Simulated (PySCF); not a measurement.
## Working out the excitation energy of I

I [Kr] 4d10 5s2 5p5 (2P) → I [Kr] 4d10 5s1 5p5 5d1 (high-spin determinant). All numbers are calculated (PySCF 2.14, a scalar-relativistic core potential, in aug-cc-pVDZ-PP with ECP28MDF). Frozen: 4s2 4p6 4d10. Energies in hartree (1 hartree = 27.21139 eV):

```tsv
part	I (lower)	I (upper)
UHF	-294.653725	-293.887976
CCSD correlation	-0.095350	-0.162756
(T)	-0.001512	-0.023964
```

**Question.** What does Hartree-Fock give?

**Answer.** (-293.887976) − (-294.653725) = 0.765749 hartree = 20.837 eV.

**Question.** What do CCSD and CCSD(T) give?

**Answer.** The CCSD correlation energies differ by -0.067406 hartree = -1.834 eV and the triples by -0.022452 hartree = -0.611 eV, so CCSD gives 19.003 eV and CCSD(T) 18.392 eV.

One determinant mixes LS terms, so it does not stand for a single term.

The upper state lies above the first ionisation limit, where it may autoionise and the basis confines it.

A double-zeta basis recovers only part of the correlation energy.

The coupled-cluster amplitudes are large, so a single reference is strained.
